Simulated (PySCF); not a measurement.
`C#CC1([C@H]2C[C@@H]2[S-])CC1`, [C8H9S]-, charge -1

Geometry:
```json
{"atom": "C1", "x (Å)": "2.446", "y (Å)": "-1.505", "z (Å)": "1.336"}
{"atom": "C2", "x (Å)": "1.642", "y (Å)": "-0.772", "z (Å)": "0.830"}
{"atom": "C3", "x (Å)": "0.653", "y (Å)": "0.068", "z (Å)": "0.223"}
{"atom": "C4", "x (Å)": "-0.542", "y (Å)": "-0.702", "z (Å)": "-0.264"}
{"atom": "C5", "x (Å)": "-1.762", "y (Å)": "-0.854", "z (Å)": "0.607"}
{"atom": "C6", "x (Å)": "-1.845", "y (Å)": "-0.053", "z (Å)": "-0.666"}
{"atom": "S7", "x (Å)": "-2.743", "y (Å)": "-0.618", "z (Å)": "-2.075"}
{"atom": "C8", "x (Å)": "1.155", "y (Å)": "1.260", "z (Å)": "-0.561"}
{"atom": "C9", "x (Å)": "0.523", "y (Å)": "1.464", "z (Å)": "0.779"}
{"atom": "H10", "x (Å)": "3.145", "y (Å)": "-2.154", "z (Å)": "1.773"}
{"atom": "H11", "x (Å)": "-0.265", "y (Å)": "-1.579", "z (Å)": "-0.841"}
{"atom": "H12", "x (Å)": "-2.244", "y (Å)": "-1.822", "z (Å)": "0.634"}
{"atom": "H13", "x (Å)": "-1.771", "y (Å)": "-0.332", "z (Å)": "1.558"}
{"atom": "H14", "x (Å)": "-1.909", "y (Å)": "1.029", "z (Å)": "-0.537"}
{"atom": "H15", "x (Å)": "0.586", "y (Å)": "1.534", "z (Å)": "-1.437"}
{"atom": "H16", "x (Å)": "2.223", "y (Å)": "1.403", "z (Å)": "-0.655"}
{"atom": "H17", "x (Å)": "1.160", "y (Å)": "1.737", "z (Å)": "1.610"}
{"atom": "H18", "x (Å)": "-0.463", "y (Å)": "1.903", "z (Å)": "0.820"}
```

Total charge -1.

Method used: TDDFT wB97X-D/def2-SVPD circular dichroism and optical rotation, one conformer, gas phase (PySCF). Geometry: GFN2-xTB.

The molecule is flexible and this is one conformer; a measurement averages over conformers. For a gas-phase anion, states above the detachment energy (about 1.9 eV, taken as minus the energy of the highest occupied orbital) lie in the continuum and depend on the basis.

**Question.** Draw the ECD and absorption spectra from the lowest 8 states, each a Gaussian of half-width 0.25 eV at 1/e height.

**Answer.** 
| E (eV) | λ (nm) | Δε (L mol⁻¹ cm⁻¹) | ε (L mol⁻¹ cm⁻¹) |
| --- | --- | --- | --- |
| 3.63 | 342 | -0.08 | 18.3 |
| 3.73 | 333 | -0.32 | 83.3 |
| 3.83 | 324 | -0.94 | 291 |
| 3.93 | 316 | -1.98 | 807 |
| 4.03 | 308 | -3.05 | 1830 |
| 4.13 | 300 | -3.78 | 3490 |
| 4.23 | 293 | -4.73 | 5630 |
| 4.33 | 286 | -6.75 | 7650 |
| 4.43 | 280 | -8.71 | 8710 |
| 4.53 | 274 | -7.87 | 8360 |
| 4.63 | 268 | -3.67 | 6870 |

Δε uses R in velocity form, ε uses f in length form. Only the states computed contribute, so the short-wavelength end is incomplete.
